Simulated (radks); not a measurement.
Fractional charge and spin in the 4s shell of arsenic: the spin-up occupation runs from 0 to 1 and the spin-down occupation from 0 to 1; the fullest corner is As2+, [Ar] 3d10 4p(up 0.5, down 0.5) 4s(up 1, down 1). Calculated with a radial shooting solver on a logarithmic mesh with Libxc functionals: non-relativistic Kohn-Sham, LDA (Slater exchange, Perdew-Wang correlation), spin-polarised, spherical densities, point nucleus. Energy (eV) minus the two flat planes that join the four corners (they meet along the diagonal where the two added fractions sum to one electron); zero is where a piecewise linear energy would lie.

down \ up       0    0.25     0.5    0.75       1
0           0.000  -1.105  -1.474  -1.105   0.000
0.25       -1.105  -1.381  -0.930   0.248  -1.039
0.5        -1.474  -0.930   0.330  -0.883  -1.383
0.75       -1.105   0.248  -0.883  -1.310  -1.036
1           0.000  -1.039  -1.383  -1.036   0.000

Corners above the fullest one (they belong to As3+ and the next ion): (up 1, down 0) 38.695 eV, (up 0, down 1) 38.695 eV, (up 0, down 0) 90.150 eV. With half an added electron in each spin the energy lies 0.330 eV from the planes, and with half an added electron in spin up alone -1.474 eV. The planes are only a guide here: the flat-plane condition holds for ground states with one frontier orbital, while this shell lies below other occupied shells, so the corners above the fullest one are inner-hole states and not the ground states of those ions.
